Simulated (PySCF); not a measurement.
Ligands exchanged one at a time, Si NH2-C2H5. Isolated molecules, 0 K electronic values unless said otherwise. One relaxed conformer stands for each flexible species; it need not be the lowest. Strings in code marks are SMILES.

Computed with B3LYP-D3(BJ)/def2-TZVP // B3LYP-D3(BJ)/def2-SVP in PySCF. All candidates: neutral, multiplicity 1. B3LYP has the VWN-RPA correlation part, as in Gaussian. Excitations are Tamm–Dancoff values on a coarser integration grid. The basis has no diffuse functions, so Rydberg states are missing or too high.

- HOMO: -7.47 eV
- S1 excitation (TDA): 7.22 eV
- HOMO–LUMO gap: 8.08 eV

### Question
Identify which member has these values.
(A) `N[Si](N)(N)N`
(B) `CC[Si](N)(N)CC`
(C) `CC[Si](N)(CC)CC`
(D) `CC[Si](CC)(CC)CC`

### Answer
D, `CC[Si](CC)(CC)CC`. The others give `CC[Si](N)(N)CC`: -6.59 eV, 6.05 eV, 6.96 eV; `N[Si](N)(N)N`: -6.50 eV, 5.95 eV, 6.92 eV; `CC[Si](N)(CC)CC`: -6.62 eV, 6.10 eV, 7.08 eV
